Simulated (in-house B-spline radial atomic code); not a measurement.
Spin-orbit splittings of orbital energies (j = l + 1/2 less j = l - 1/2) and ratios of mean radii (lower j over upper j) along the 38-electron series, configuration [Kr] 4d2. Computed with an all-electron radial atomic-structure program (B-spline basis): Dirac-Hartree-Fock, average of the configuration, finite nuclei.

```json
{"ion": "Tb27+", "Z": "65", "splitting of 4p (eV)": "44.867", "radius ratio of 4p": "0.9622", "splitting of 2p (eV)": "748.9", "radius ratio of 2p": "0.91681", "splitting of 3p (eV)": "160.57", "radius ratio of 3p": "0.94796"}
{"ion": "Dy28+", "Z": "66", "splitting of 4p (eV)": "48.87", "radius ratio of 4p": "0.96106", "splitting of 2p (eV)": "802.59", "radius ratio of 2p": "0.91404", "splitting of 3p (eV)": "173.12", "radius ratio of 3p": "0.94632"}
{"ion": "Ho29+", "Z": "67", "splitting of 4p (eV)": "?", "radius ratio of 4p": "?", "splitting of 2p (eV)": "?", "radius ratio of 2p": "?", "splitting of 3p (eV)": "?", "radius ratio of 3p": "?"}
{"ion": "Er30+", "Z": "68", "splitting of 4p (eV)": "?", "radius ratio of 4p": "?", "splitting of 2p (eV)": "?", "radius ratio of 2p": "?", "splitting of 3p (eV)": "?", "radius ratio of 3p": "?"}
{"ion": "Tm31+", "Z": "69", "splitting of 4p (eV)": "?", "radius ratio of 4p": "?", "splitting of 2p (eV)": "?", "radius ratio of 2p": "?", "splitting of 3p (eV)": "?", "radius ratio of 3p": "?"}
{"ion": "Yb32+", "Z": "70", "splitting of 4p (eV)": "67.732", "radius ratio of 4p": "0.95622", "splitting of 2p (eV)": "1049.63", "radius ratio of 2p": "0.90235", "splitting of 3p (eV)": "231.51", "radius ratio of 3p": "0.93939"}
{"ion": "Lu33+", "Z": "71", "splitting of 4p (eV)": "73.234", "radius ratio of 4p": "0.95493", "splitting of 2p (eV)": "1120.22", "radius ratio of 2p": "0.89928", "splitting of 3p (eV)": "248.35", "radius ratio of 3p": "0.93756"}
{"ion": "Hf34+", "Z": "72", "splitting of 4p (eV)": "79.083", "radius ratio of 4p": "0.95362", "splitting of 2p (eV)": "1194.67", "radius ratio of 2p": "0.89615", "splitting of 3p (eV)": "266.18", "radius ratio of 3p": "0.93569"}
{"ion": "Ta35+", "Z": "73", "splitting of 4p (eV)": "85.296", "radius ratio of 4p": "0.95227", "splitting of 2p (eV)": "1273.16", "radius ratio of 2p": "0.89295", "splitting of 3p (eV)": "285.04", "radius ratio of 3p": "0.93378"}
{"ion": "W36+", "Z": "74", "splitting of 4p (eV)": "91.89", "radius ratio of 4p": "0.95089", "splitting of 2p (eV)": "1355.86", "radius ratio of 2p": "0.88969", "splitting of 3p (eV)": "304.98", "radius ratio of 3p": "0.93183"}
{"ion": "Re37+", "Z": "75", "splitting of 4p (eV)": "98.885", "radius ratio of 4p": "0.94948", "splitting of 2p (eV)": "1442.98", "radius ratio of 2p": "0.88637", "splitting of 3p (eV)": "326.06", "radius ratio of 3p": "0.92984"}
{"ion": "Os38+", "Z": "76", "splitting of 4p (eV)": "106.3", "radius ratio of 4p": "0.94804", "splitting of 2p (eV)": "1534.71", "radius ratio of 2p": "0.88298", "splitting of 3p (eV)": "348.32", "radius ratio of 3p": "0.9278"}
```

Fill in the row of Ho29+.

splitting of 4p (eV): 53.143; radius ratio of 4p: 0.95989; splitting of 2p (eV): 859.36; radius ratio of 2p: 0.9112; splitting of 3p (eV): 186.45; radius ratio of 3p: 0.94464.

Fill in the row of Er30+.

splitting of 4p (eV): 57.702; radius ratio of 4p: 0.9587; splitting of 2p (eV): 919.36; radius ratio of 2p: 0.90831; splitting of 3p (eV): 200.6; radius ratio of 3p: 0.94293.

Fill in the row of Tm31+.

splitting of 4p (eV): 62.56; radius ratio of 4p: 0.95747; splitting of 2p (eV): 982.73; radius ratio of 2p: 0.90536; splitting of 3p (eV): 215.61; radius ratio of 3p: 0.94118.

With what power of Z does the column «splitting of 2p (eV)» change over this range?

A fit of the logarithm of its size against log Z from Z = 65 to 76 has slope 4.59. An unscreened hydrogenic electron would give 4 at low Z; screening makes the apparent power larger near the neutral end, and relativity raises it again at high Z.
